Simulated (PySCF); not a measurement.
Input of a run (PBE0-D3(BJ)/def2-SVP geometry optimisation, gas phase (PySCF 2.14.0)), started from GFN2-xTB:
```
{"job": {"xc": "PBE0", "basis": "def2-SVP", "d3": "d3bj", "grid": 1, "shake": 0.01, "kind": "geom"}, "charge": 0, "multiplicity": 1}
C     -2.254840    -0.714710    -0.292560
N     -1.256270     0.259030     0.033520
C     -1.755520     1.599760     0.296200
C      0.088400    -0.008310     0.077580
O      0.861400     0.873760     0.366280
Si     0.741590    -1.753510    -0.306760
S      2.828940    -1.534100    -0.229320
Si     3.176630     0.540490     0.479900
H     -1.862660    -1.681220    -0.378170
H     -2.761240    -0.411590    -1.227520
H     -3.043630    -0.702930     0.498140
H     -2.381340     1.598160     1.187660
H     -2.324170     1.986260    -0.563710
H     -0.895890     2.249750     0.499060
H      0.290900    -2.152920    -1.639330
H      0.225700    -2.648010     0.728790
H      2.951950     1.481080    -0.607040
H      2.717180     0.650670     1.871850
H      4.622160     0.375400     0.566050
```

Output (energies in Eh, forces in Eh/bohr):
```
step   0  E = -1226.98937849  max force = 0.051279
step   1  E = -1227.00006233  max force = 0.010329
step   2  E = -1227.00073289  max force = 0.004526
step   3  E = -1227.00072310  max force = 0.005456
step   4  E = -1227.00090222  max force = 0.001532
step   5  E = -1227.00084906  max force = 0.002951
step   6  E = -1227.00094717  max force = 0.000892
step   7  E = -1227.00093014  max force = 0.000812
step   8  E = -1227.00094900  max force = 0.000276
optimisation converged
```

Question: Summarise the run.

Answer: The energy falls by 30.4 kJ/mol over 9 energy and gradient evaluations, the largest force component goes from 0.0513 to 2.8e-04 Eh/bohr, and the atoms move by 0.132 Å rms after alignment. The bond that changes most is C1–H9 (N-methyl carbon to methyl hydrogen), which lengthens by 0.052 Å. Bonds longer at the end by more than 0.005 Å: 11 of 18; shorter: 4. Among the angles that change most is H17–Si8–H18, from 127.6° to 115.0°. The energy rose by more than 1e-6 Eh at steps 3, 5 and 7. The first step brought 92 % of the lowering.

Question: What are the final bond lengths?

Answer: C1–N2 1.438 Å, N2–C3 1.444 Å, N2–C4 1.354 Å, C4=O5 1.228 Å, C4–Si6 1.935 Å, Si6–S7 2.123 Å, S7–Si8 2.179 Å, C1–H9 1.099 Å, C1–H10 1.104 Å, C1–H11 1.103 Å, C3–H12 1.103 Å, C3–H13 1.103 Å, C3–H14 1.096 Å, Si6–H15 1.494 Å, Si6–H16 1.495 Å, Si8–H17 1.486 Å, Si8–H18 1.486 Å, Si8–H19 1.501 Å. Numbering counts from 1 in the input's order; the species is `CN(C)C(=O)[SiH2]S[SiH3]`.

The run used 179 basis functions and 63 SCF cycles in all.

PBE0-D3(BJ)/def2-SVP frequencies: not computed here. One conformer, not necessarily the lowest.

Conformer computed: `[CH3:1][N:2]([CH3:3])[C:4](=[O:5])[SiH2:6][S:7][SiH3:8]`: C1–N2–C4–O5 180°, N2–C4–Si6–S7 175°, C4–Si6–S7–Si8 6°.
